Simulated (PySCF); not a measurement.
From computed data to an observable: chemical shift, span and skew from a shielding tensor

C2H10O2Si2, SMILES O([SiH3])[SiH2][C@@H](O)C. Atoms are numbered in the order given.

```xyz
16

C     -2.3718    -1.0497    -0.0932
C     -1.6716     0.0910    -0.8300
O     -0.9694    -0.3770    -1.9821
Si    -0.4031     0.9991     0.2354
O      0.8495    -0.1066     0.3342
Si     2.3867    -0.2176     0.9572
H     -3.0097    -1.6150    -0.7910
H     -2.9984    -0.6707     0.7305
H     -1.6339    -1.7477     0.3376
H     -2.4286     0.8012    -1.2046
H     -0.2142    -0.8871    -1.6589
H      0.0875     2.2444    -0.4211
H     -0.8978     1.3246     1.6073
H      3.2453     0.8736     0.4115
H      2.9496    -1.5389     0.5707
H      2.3491    -0.1045     2.4442
```
Charge 0, spin multiplicity 1.

Coordinates come from a ωB97X-D3(BJ)/def2-SVP optimisation. The structure was generated by enumeration; whether it is a known compound was not checked. One conformer was computed; it need not be the lowest.

GIAO shieldings from HF/pcSseg-1 in PySCF, non-relativistic, no solvent. The symmetric part of the tensor of C2 has the principal values 117.4, 127.1, 177.4 ppm. The same nucleus in TMS has σ = 192.6 ppm at this level (PySCF, at its B3LYP-D3(BJ)/def2-TZVP geometry).

### Question
Work out the isotropic shielding, the ¹³C shift against TMS, the span and the skew.

### Answer

σ(iso) = (σ11 + σ22 + σ33)/3 = 140.6 ppm. δ = σ(ref) − σ(iso) = 192.6 − (140.6) = 52.0 ppm.
Span Ω = σ33 − σ11 = 60.0 ppm. Skew κ = 3(σ(iso) − σ22)/Ω = 0.68. Tumbling in solution averages the tensor to δ; in a static solid the shielding alone would spread this spin-1/2 line over Ω.
